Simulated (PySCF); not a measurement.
Species: `C[C@@H](CF)O[SiH2]O`. The columns A, B, C and D hold Mulliken, IAO, Hirshfeld and ESP-fitted charges (e) of one PBE0/pcSseg-1 density (PySCF), in a shuffled order. Coordinates in Å (GFN2-xTB); the density's dipole moment is (-2.38, -0.16, -1.46) D.

```tsv
atom	x	y	z	A	B	C	D
C1	-1.665	-1.316	-0.218	-0.233	-0.639	-0.429	-0.120
C2	-0.500	-0.352	-0.428	-0.037	+0.471	+0.091	+0.045
C3	-0.968	1.090	-0.219	+0.197	-0.097	+0.022	+0.019
F4	-0.045	1.977	-0.727	-0.352	-0.228	-0.330	-0.105
O5	0.516	-0.673	0.472	-0.627	-0.515	-0.646	-0.220
Si6	2.073	-0.199	0.542	+0.979	+0.767	+1.195	+0.432
O7	2.304	1.340	0.995	-0.560	-0.679	-0.798	-0.315
H8	-2.446	-1.142	-0.953	+0.111	+0.156	+0.142	+0.046
H9	-1.305	-2.336	-0.313	+0.132	+0.180	+0.159	+0.049
H10	-2.073	-1.186	0.781	+0.117	+0.171	+0.147	+0.045
H11	-0.122	-0.442	-1.458	+0.112	+0.019	+0.126	+0.036
H12	-1.909	1.283	-0.742	+0.113	+0.107	+0.143	+0.049
H13	-1.063	1.306	0.849	+0.115	+0.131	+0.150	+0.048
H14	2.711	-0.437	-0.754	-0.170	-0.160	-0.188	-0.090
H15	2.518	-0.979	1.675	-0.151	-0.110	-0.153	-0.082
H16	1.966	2.075	0.486	+0.254	+0.426	+0.368	+0.161
```

Task: Which column most likely holds the ESP-fitted charges?

Result: B. Σ q r misses the density's dipole by 0.02 D (B), 1.04 D (D), 1.57 D (C), 1.60 D (A). Charges fitted to the outside potential are the only set here that is tied to the molecule's multipoles.

Task: And the Hirshfeld charges?

Result: D. The mean sizes are 0.116 e (D), 0.266 e (A), 0.304 e (B), 0.318 e (C), and Hirshfeld charges are commonly the smallest of these schemes.

As computed, A = Mulliken, B = ESP-fitted, C = IAO, D = Hirshfeld. Hydrogens on carbon: Mulliken +0.11 to +0.13, ESP-fitted +0.02 to +0.18, IAO +0.13 to +0.16, Hirshfeld +0.04 to +0.05 e.

The ESP scheme is a least-squares fit of atom-centred charges to the potential on four shells outside the van der Waals surface, with the total charge fixed. The Hirshfeld scheme divides the density at each point in proportion to the densities of the neutral, spherically averaged free atoms.

The structure is a single GFN2-xTB conformer in the gas phase; no vibrational or solvent corrections.

These values come from a run that also computed NMR shieldings. Hardware: one thread, AMD EPYC 7B13 (x86_64), shared host. Cost: 29 s wall (with the writing of density and orbital grids), 0.77 GiB resident at most.

The values belong to the conformer `[CH3:1][C@@H:2]([CH2:3][F:4])[O:5][SiH2:6][OH:7]`: C1–C2–C3–F4 -165°, C1–C2–O5–Si6 167°, C2–O5–Si6–O7 72°, H–O7–Si6–O5 -62°.
